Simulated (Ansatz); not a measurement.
```yaml
crystal:
  periodic: [false, false, false]
  atoms:
    - {symbol: F, position_ang: [2.938257, 1.663023, 0.459352]}
    - {symbol: Al, position_ang: [1.456446, 1.110084, 0.005537]}
    - {symbol: S, position_ang: [0.806409, -0.711466, 0.981556]}
    - {symbol: Si, position_ang: [-1.105356, -0.958669, 0.048941]}
    - {symbol: H, position_ang: [0.639000, 1.909706, -1.067132]}
    - {symbol: H, position_ang: [-2.155783, -0.946386, 1.095618]}
    - {symbol: H, position_ang: [-1.129120, -2.261435, -0.659059]}
    - {symbol: H, position_ang: [-1.357753, 0.138144, -0.920613]}
basis:
  gaussian: {orbitals: def2-TZVPP}
hamiltonian: {xc: {name: B3LYP-D3}, dispersion: d3bj, pseudopotentials: {relativity: scalar}}
accuracy: high
output: {forces: true}
```

```sh
$ ansatz run in.yaml --threads 2 --pin off --events-out ev --progress --plain --max-ram 4352MiB
```

Q: How does Ansatz answer? (Estimate.)

A: Ansatz gave: The input was rejected before any iteration.
```
Error: YAML parse error: error: line 14 column 19: hamiltonian.xc: no functional is named "B3LYP-D3"; the names, which are not case-sensitive, are SVWN5, SPW92, PBE, PBE0, PBEsol, revPBE, revPBE0, RPBE, rPW86-PBE, HSE06, wPBEh, LC-wPBE, HISS, HF, BLYP, B3LYP, B3LYP5, BHLYP, CAM-B3LYP, r2SCAN, r2SCANh, r2SCAN0, r2SCAN50, m-r2SCAN, B97, wB97, wB97X, wB97X-V, B97M-V, wB97M-V, B2PLYP, B2GP-PLYP, PBE0-DH, PBE-QIDH
12 | basis:
13 |   gaussian: {orbitals: def2-TZVPP}
14 | hamiltonian: {xc: {name: B3LYP-D3}, dispersion: d3bj, pseudopotentials: {relativity…
15 | accuracy: high
16 | output: {forces: true}
```

HSE06 is defined as in plane-wave codes.
